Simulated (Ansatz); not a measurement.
`[SiH3][SeH]` and `[GeH3][SeH]` differ in one element.

Ansatz, PBE0-D4/def2-TZVP geometries, multiplicity 1. 

Scalar relativity is left out up to krypton.

```tsv
property	`[SiH3][SeH]`
HOMO energy (PBE/def2-TZVPP) / eV	-5.96
size of the dipole moment (B3LYP/def2-TZVPP) / D	0.85
LUMO energy (PBE/def2-TZVPP) / eV	-0.95
HOMO energy (PBE0/def2-TZVPP) / eV	-7.11
size of the dipole moment (ωB97M-V/def2-TZVPP) / D	0.89
size of the dipole moment (PBE/def2-TZVPP) / D	0.79
```

Task: What does the change do to each property? (An estimate is asked.)

Result: Ansatz gave: 
```csv
property,`[GeH3][SeH]`,shift
HOMO energy (PBE/def2-TZVPP) / eV,-5.80,0.16
size of the dipole moment (B3LYP/def2-TZVPP) / D,1.07,0.22
LUMO energy (PBE/def2-TZVPP) / eV,-1.20,-0.25
HOMO energy (PBE0/def2-TZVPP) / eV,-6.96,0.15
size of the dipole moment (ωB97M-V/def2-TZVPP) / D,1.15,0.26
size of the dipole moment (PBE/def2-TZVPP) / D,1.03,0.24
```

With PBE0 the HOMO rises by 0.15 eV and the LUMO falls by 0.22 eV, so the gap narrows by about 0.37 eV. PBE moves the HOMO by 0.16 eV and ωB97M-V by 0.15 eV. Dipoles are sizes alone; their direction can turn.

B3LYP here is the variant with VWN-RPA as its local correlation; programs differ in this.

Spin–orbit coupling is left out; it splits and shifts lone-pair levels of the heavy atoms by tenths of an eV.
